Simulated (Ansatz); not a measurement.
Total energies of Mn(SH)2 (MnH2S2) from Ansatz at PBE-D4/def2-TZVPD, gas phase (1 Eh = 27.2114 eV = 2625.5 kJ/mol). The reference geometry is relaxed at PBE-D4/def2-TZVP.

| state | geometry | energy (Eh) |
| --- | --- | --- |
| charge 0 sextet | reference | -1948.12744 |
| charge -1 quintet | reference | -1948.18143 |
| free Mn atom (sextet) | – | -1150.72334 |
| free S atom (triplet) | – | -397.93910 |
| free H atom (doublet) | – | -0.49962 |

Other spin states of the ions weren't run at this level and may lie lower.

**Question.** Work out the vertical electron affinity, to the quintet.

**Answer.** E(charge 0 sextet) − E(charge -1 quintet) = -1948.12744 − (-1948.18143) = 0.05399 Eh = 1.47 eV.

**Question.** What is the binding energy per atom against free atoms?

**Answer.** Atoms: 1 × (-1150.72334) + 2 × (-397.93910) + 2 × (-0.49962) = -1947.60078 Eh. Binding: -1947.60078 − (-1948.12744) = 0.52666 Eh = 14.33 eV, or 2.87 eV for each of 5 atoms (no zero-point energy, no counterpoise term).

At PBE-D4/def2-TZVPD the highest occupied level of the charge -1 quintet lies above zero (up to 1.01 eV). By energy differences its removal costs 1.47 eV (vertical, to the charge 0 sextet, at PBE-D4/def2-TZVPD); a positive level beside a positive removal energy at the same level points to self-interaction error.
